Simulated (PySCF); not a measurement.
GeH₂F₂, optimised at HF/6-31G*:

```xyz
5

Ge    -0.0144     0.0313     0.0193
F     -0.0160     0.6406    -1.5764
F     -0.0221    -1.6669    -0.1630
H      1.2873     0.4392     0.6908
H     -1.3093     0.4502     0.6975
```

Energies from PySCF (xtb for GFN2), thermal terms from the rigid-rotor harmonic-oscillator model, ideal gas at 1 bar. 6-31G* has spherical d functions here. All species are closed-shell singlets. B3LYP is the form with VWN-RPA correlation. Ge: all electrons, no relativistic terms. GeH₂F₂: computed as isolated molecules; such fragments, hydroxides, amides, oligomers or adducts are transient or little studied in the gas.

Question: List the harmonic frequencies (cm⁻¹, unscaled) at this level and at the other levels, each on its own geometry.

Answer: 
- HF/6-31G*: 263, 650, 716, 773, 783, 904, 948, 2316, 2319
- B3LYP/6-31G*: 238, 593, 650, 718, 734, 824, 855, 2151, 2171
- GFN2-xTB: 184, 489, 500, 509, 520, 636, 698, 2003, 2048
- PBE/def2-SVP: 230, 573, 626, 696, 715, 800, 817, 2115, 2140
- PBE0/def2-TZVP: 239, 590, 637, 722, 727, 809, 856, 2209, 2226
